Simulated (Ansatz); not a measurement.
Computed with Ansatz on PBE0-D4/def2-TZVP structures; ΔE is electronic, products minus reactants. CCSD(T)/CBS is the MP2 limit (def2-TZVPP, def2-QZVPP) plus CCSD(T) − MP2 in def2-TZVPP, frozen cores. DFT in def2-TZVPP. B3LYP here is the variant with VWN-RPA as its local correlation; programs differ in this. HSE06 is defined as in plane-wave codes. Each species was taken in one conformer, which may not be the lowest.

`[SiH3][SiH2][SiH3]` + `BNCC` → `BN([SiH3])CC` + `[SiH3][SiH3]`  (cleavage of the Si–Si bond)

```
             level  ΔE (kJ/mol)  difference from CCSD(T)/CBS
       LDA (SPW92)         -8.6                         18.3
            PBE-D4         -4.9                         22.0
         revPBE-D4        -10.1                         16.8
           BLYP-D4        -21.7                          5.2
         r2SCAN-D4        -16.8                         10.1
            B97M-V        -17.1                          9.8
           PBE0-D4        -10.0                         16.9
          B3LYP-D4        -23.7                          3.2
        r2SCANh-D4        -17.7                          9.2
        r2SCAN0-D4        -19.1                          7.8
          HSE06-D4         -9.6                         17.3
          BHLYP-D4        -29.6                         -2.7
           ωB97X-V        -23.7                          3.2
           ωB97M-V        -28.6                         -1.7
            B2PLYP        -25.7                          1.2
          PBE-QIDH        -21.0                          5.9
               PBE         -1.3                         25.6
            revPBE          2.4                         29.3
            r2SCAN        -15.8                         11.1
              PBE0         -7.1                         19.8
             B3LYP        -18.1                          8.8
           r2SCANh        -16.7                         10.2
           r2SCAN0        -18.1                          8.8
             HSE06         -7.0                         19.9
             BHLYP        -26.8                          0.1
         CAM-B3LYP        -25.0                          1.9
           LC-ωPBE        -15.0                         11.9
RPA@PBE/def2-TZVPP        -31.2                         -4.3
       HF/def2-SVP        -27.6                         -0.7
  CCSD(T)/def2-SVP        -21.5                          5.4
     HF/def2-TZVPP        -35.3                         -8.4
    MP2/def2-TZVPP        -35.4                         -8.5
SCS-MP2/def2-TZVPP        -37.1                        -10.2
   CCSD/def2-TZVPP        -28.6                         -1.7
CCSD(T)/def2-TZVPP        -27.9                         -1.0
    MP2/def2-QZVPP        -35.3                         -8.4
SCS-MP2/def2-QZVPP        -36.8                         -9.9
      HF/CBS(def2)        -36.9                        -10.0
     MP2/CBS(def2)        -34.4                         -7.5
    CCSD/CBS(def2)        -27.6                         -0.7
       CCSD(T)/CBS        -26.9                            0
```

Largest T1 diagnostic among the species: 0.013.

From BLYP to BHLYP (50 % exact exchange), in def2-TZVPP and without D4, ΔE moves by −13.3 kJ/mol. The D4 term adds −5.6 kJ/mol with B3LYP and −2.9 kJ/mol with PBE0; it sums over pairs of atoms, weighted by their polarisabilities, and B3LYP, whose exchange is more repulsive, gets the larger term. Leaving LDA and LC-ωPBE aside and taking each functional with its dispersion term where it has one, the values spread over 24.7 kJ/mol, from BHLYP-D4 to PBE-D4. LDA lies −7.3 kJ/mol from PBE without D4.
